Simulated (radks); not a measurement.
Question: These are the eigenvalues of the occupied orbitals of an atom or ion with whole-number occupations (eV). Calculated with a radial shooting solver on a logarithmic mesh with Libxc functionals: Dirac Kohn-Sham, relativistic LDA (MacDonald-Vosko exchange, VWN5 correlation), spin-unpolarised, spherical densities, finite nucleus; Fermi nuclear charge, rms radius of each element as measured or else 0.836 A^(1/3) + 0.57 fm.

orbital  eigenvalue
1s1/2     -24144.10
2s1/2     -3637.546
2p1/2     -3388.438
2p3/2     -3230.407
3s1/2     -757.3679
3p1/2     -658.3082
3p3/2     -630.6361
3d3/2     -453.9057
3d5/2     -448.3472
4s1/2     -201.5313
4p1/2     -169.1768
4p3/2     -163.9959
4d3/2     -112.0087

Which element is it, and in what charge state? The configuration may be excited.

Answer: Z = 46, palladium, charge +7: Pd7+ in [Ar] 3d10 4s2 4p(1/2: 2, 3/2: 3) 4d(3/2: 4, 5/2: 0). The list shows which subshells hold electrons but not how many an open one holds; the 1s level, -887.28 hartree, gives Z - s = 42.1 by -(Z - s)^2/2, which with screening and relativity narrows Z to a few neighbours, and the depths of the outer levels then fix element, charge and occupations together.
